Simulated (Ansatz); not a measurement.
Total energies of CH$_{4}$AlClO, SMILES `O[CH2][AlH][Cl]`.

```csv
atom,x (Å),y (Å),z (Å)
O1,-1.4126,-0.8558,0.3666
C2,-0.1533,-0.3499,0.7840
Al3,0.8112,0.7174,-0.5500
Cl4,-0.0896,0.6559,-2.4556
H5,-1.4762,-0.8036,-0.5907
H6,0.4948,-1.1756,1.1221
H7,-0.3121,0.2637,1.6818
H8,2.1378,1.5478,-0.3583
```

Charge 0, multiplicity 1. The geometry is a stationary point of PBE0-D4/def2-TZVP. It is one conformer, not always the lowest. Basis def2-TZVPP, Ansatz 0.2.0.

RPA on PBE orbitals: Hartree–Fock energy of these orbitals -816.55004 Eh, correlation -1.11982 Eh (frozen core).

| functional | energy without D4 (Eh) | D4 term (kJ/mol) |
| --- | --- | --- |
| LDA (SPW92) | -815.02163 | – |
| LC-ωPBE | -818.20821 | – |

(1) Give the same for PBE, revPBE, BLYP, r2SCAN, B97M-V, PBE0, B3LYP, r2SCANh, r2SCAN0, HSE06 (plane-wave form), BHLYP, CAM-B3LYP, ωB97X-V, ωB97M-V, B2PLYP, PBE-QIDH. (Estimate.)

B3LYP takes the VWN-RPA correlation (the form of Gaussian; ORCA's B3LYP/G). HSE06 is the plane-wave form, built on full-range PBE exchange. The double hybrids freeze the cores in their second-order part.

## Answers

(1) The calculation gave: 
```
             functional  energy without D4 (Eh)  D4 term (kJ/mol)
                    PBE              -818.02169             -14.3
                 revPBE              -818.30845             -41.3
                   BLYP              -818.44971             -31.2
                 r2SCAN              -818.36449              -3.4
                 B97M-V              -818.28622                 –
                   PBE0              -818.08827             -12.2
                  B3LYP              -818.52662             -23.2
                r2SCANh              -818.35499              -3.7
                r2SCAN0              -818.34163              -4.1
HSE06 (plane-wave form)              -818.06871             -11.4
                  BHLYP              -818.42375             -18.7
              CAM-B3LYP              -818.45769             -12.4
                ωB97X-V              -818.33906                 –
                ωB97M-V              -818.39979                 –
                 B2PLYP              -818.15164                 –
               PBE-QIDH              -817.90132                 –
```

LC-ωPBE has ω = 0.4 bohr⁻¹.
